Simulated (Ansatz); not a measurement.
`[OH][Ga]([F])[O][SiH3]` → F• + `[OH][Ga][O][SiH3]`•  (homolysis of the F–Ga bond)

Calculated with Ansatz (gas phase, PBE0-D4/def2-TZVP geometries, no zero-point term in ΔE). CCSD(T)/CBS adds triple-zeta CCSD(T) − MP2 to the extrapolated MP2 energy (def2 sets, frozen cores). This one scheme is used for every species, atoms too. DFT in def2-TZVPP. No spin–orbit coupling; open shells (•) take unrestricted orbitals. Spin–orbit coupling would lower the free atoms: a little for F. For Ga outer-core shells are correlated without core-valence functions, so the limit isn't a true one: a few kJ/mol of doubt a bond, and 10 to 20 or more in all where bonds break to atoms. Scalar relativity is left out up to krypton. Each species was taken in one conformer, which may not be the lowest.

`[OH][Ga]([F])[O][SiH3]`:

```xyz
9

O    -2.463   -1.544    0.135
Ga   -1.294   -0.242   -0.059
F    -1.854    1.362   -0.468
O     0.423   -0.509    0.146
Si    1.814    0.356    0.077
H    -3.367   -1.255   -0.007
H     1.992    0.962   -1.269
H     2.939   -0.572    0.352
H     1.810    1.442    1.093
```

`[OH][Ga][O][SiH3]`•:

Cartesian coordinates in Å:
```
O 2.906 0.358 1.062
Ga 1.726 0.433 -0.288
O 0.041 -0.022 0.144
Si -1.435 -0.173 -0.543
H 2.477 0.074 1.876
H -2.409 -0.545 0.515
H -1.436 -1.229 -1.593
H -1.872 1.104 -1.173
```

CCSD(T)/CBS gives +5.72 eV.

(1) Another level gave +5.61 eV. Which?
A. ωB97X-V/def2-TZVPP
B. PBE0/def2-TZVPP
C. MP2/def2-TZVPP
D. CCSD(T)/def2-TZVPP

Largest T1 diagnostic among the species: 0.016.

Answers

(1) A. ωB97X-V 5.61, PBE0 5.36, CCSD(T)/def2-TZVPP 5.54, MP2/def2-TZVPP 5.86 eV.

In def2-TZVPP, CCSD(T) changes the Hartree–Fock value by +1.58 eV (the triples alone add +0.09 eV) and MP2 by +1.90 eV; breaking electron pairs costs correlation energy, which Hartree–Fock lacks. From PBE to PBE0 (25 % exact exchange), in def2-TZVPP and without D4, ΔE moves by −0.15 eV: exact exchange takes away binding that semilocal exchange gives to molecules. The D4 term adds +0.05 eV with B3LYP and +0.03 eV with PBE0; it sums over pairs of atoms, weighted by their polarisabilities, and B3LYP, whose exchange is more repulsive, gets the larger term.

B3LYP here is the variant with VWN-RPA as its local correlation; programs differ in this.

CCSD(T)/CBS has its own doubt, a few kJ/mol and more with outer-core shells, so smaller differences from it don't rank the levels.
